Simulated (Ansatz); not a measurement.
Ideal-gas functions of `[I][GeH]1[BH][CH2]1` at 800 K and 1 bar, from an Ansatz frequency run at PBE0-D4/def2-TZVP.

Molar mass 226.37 g/mol, point group C1 (symmetry number 1), electronic degeneracy 1, moments of inertia 57.274, 530.278, 552.669 u Å². Harmonic wavenumbers (cm⁻¹, unscaled): 73, 142, 224, 252, 483, 549, 594, 686, 744, 829, 867, 961, 1239, 1458, 2137, 2720, 3107, 3170.

Use S(trans) = R[1.5 ln M + 2.5 ln T − 1.1517]; rotational temperatures θ = 24.2544 K / I; S(rot) = R[ln(√π/σ · √(T³/θAθBθC)) + 1.5]; for each mode x = 1.438777 ν̃/T, S = R[x/(eˣ − 1) − ln(1 − e⁻ˣ)] and H = RT x/(eˣ − 1); 1 cm⁻¹ = 0.0119627 kJ/mol; R = 8.31446 J/(mol·K).

Q: By hand: the entropy, in J/(mol·K).

A: Translation 197.0. Rotation: θ = 0.4235, 0.0457, 0.0439 K, giving 130.0. Vibration, mode by mode: 25.20, 19.69, 15.93, 14.97, 9.74, 8.75, 8.15, 7.08, 6.49, 5.72, 5.42, 4.73, 3.18, 2.33, 0.88, 0.37, 0.21, 0.19, in all 139.0. Electronic 0.0. Sum 466.0 J/(mol·K).

Q: By hand: H − E and G − E in kJ/mol, counted from the electronic energy.

A: Zero-point energy ½ × 20235 × 0.0119627 = 121.0; thermal vibration 53.4; translation, rotation and pV give 4 RT = 26.6. H − E = 201.0 kJ/mol, and G − E = 201.0 − 800 × 466.0/1000 = -171.8 kJ/mol.

Vibration gives 30 % of the entropy, 44.9 J/(mol·K) of it from the modes under 150 cm⁻¹: soft modes count most, and the harmonic formula is weakest for them. The sum counts one conformer and one mirror image; others add a mixing term.
